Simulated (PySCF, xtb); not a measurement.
CH2Cl, SMILES [CH2]Cl, multiplicity 2.

Harmonic wavenumbers (cm⁻¹) from xtb with GFN2-xTB at its own minimum, in rising order: 131, 841, 948, 1315, 3135, 3195.

**Question.** What does PySCF 2.14.0 with PBE-D3(BJ)/def2-TZVP give at its own minimum? (An estimate is asked for; the answer gives what the named calculation found.)

**Answer.** 238, 838, 966, 1367, 3102, 3248. Paired by order, the mean absolute difference is 44 cm⁻¹ and the zero-point energies are 13.7 and 14.0 kcal/mol.
